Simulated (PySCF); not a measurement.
# Computed records: BCl2GeH2

Computed with PySCF 2.14.0. Calculation on a computer-drawn molecule: the log of a Hartree-Fock and frozen-core CCSD(T) single point meant for a local Hartree-Fock minimum, with one planted fault or none, to be diagnosed. Offsets are logged minus clean, where the clean run is the same molecule without the fault. The reference is restricted for singlets and unrestricted otherwise, and also for a bond in bohr or an excited solution. Adding or removing an electron swaps singlet and doublet. The excited solution moves the top pair (singlet) or top alpha electron (doublet) to the lowest empty orbital. Highest occupied and lowest empty are orbital energies over both spins, largest force is the largest gradient component, triples share is (T) over the correlation energy, the T1 limit is 0.02 restricted and 0.045 unrestricted, electrons count all cores, a negative frequency is imaginary (commonest isotopes), and the dipole is about the centre of nuclear charge; on germanium a core potential holds 10 electrons, which the energies leave out, and 3d is frozen in MP2 and coupled-cluster steps.

```xyz
6
formula=BCl2GeH2 meant_charge=1 meant_multiplicity=1 meant_basis=cc-pV(D+d)Z meant_basis_and_core_potential_on_germanium=cc-pVDZ-PP_ECP10MDF logged_electrons=73 logged_basis_functions=93 logged_SCF_converged=yes logged_spin_squared=0.773 logged_highest_occupied=-7.0354 logged_lowest_empty=1.78 logged_largest_force=0.085488 logged_T1_diagnostic=0.015596 logged_D1_diagnostic=0.052003 logged_triples_share=0.027284 logged_CC_converged=yes logged_dipole_magnitude=2.04 logged_SCF_stable_within_its_kind=yes logged_energy_HF=-1238.2164 logged_energy_CCSD(T)=-1238.70797 possible_faults=no_fault,one_electron_removed,one_electron_added,multiplicity_raised_by_two,geometry_at_a_saddle_point,SCF_held_on_an_excited_solution,minimal_basis_STO-3G,one_bond_length_entered_in_bohr,all_coordinates_scaled
Cl    -2.3703     1.4576    -3.4810
B     -1.9840     1.0656    -1.9572
Ge    -1.5078     0.6392     0.1029
Cl    -2.1831     2.4475     0.9952
H     -0.0049     0.4971     0.1371
H     -2.3670    -0.5479     0.4669
```

Units: logged_highest_occupied, logged_lowest_empty in eV; logged_largest_force in hartree/bohr; logged_dipole_magnitude in debye; logged_energy_HF, logged_energy_CCSD(T) in hartree.

Drawn bonds:
```tsv
atom	other atom	order
1	2	1
2	3	1
3	4	1
3	5	1
3	6	1
```

To be estimated
1. BCl2GeH2: planted fault?

Answers
1. one electron added

Further results for BCl2GeH2:

- HF energy offset from clean run: -134.9 kcal/mol
- CCSD(T) energy offset from clean run: -137 kcal/mol
